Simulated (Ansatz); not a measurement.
All numbers were calculated with Ansatz.

Basis-set series for `[CH3][Zn][CH](F)S`. Charge 0, multiplicity 1. The geometry is a stationary point of PBE0-D4/def2-TZVP. It is one conformer, not always the lowest.

```tsv
functional	basis	functions	energy (Eh)	HOMO (eV)	LUMO (eV)
PBE0-D4	def2-SVP	116	-2355.53261	-6.72	-0.15
PBE0-D4	def2-TZVPP	269	-2356.14362	-6.92	-0.57
ωB97M-V	def2-SVP	116	-2355.91319	-8.86	1.27
ωB97M-V	def2-TZVPP	269	-2356.52985	-9.09	0.83
```

(1) Give the rows for def2-QZVPP. (Best estimate.)

Answers

(1) The calculation gave: 
```json
{"functional": "PBE0-D4", "basis": "def2-QZVPP", "functions": "491", "energy (Eh)": "-2356.20930", "HOMO (eV)": "-6.96", "LUMO (eV)": "-0.66"}
{"functional": "ωB97M-V", "basis": "def2-QZVPP", "functions": "491", "energy (Eh)": "-2356.59330", "HOMO (eV)": "-9.13", "LUMO (eV)": "0.54"}
```

Positive LUMOs are unbound and depend on the basis. Scalar relativity is left out up to krypton.
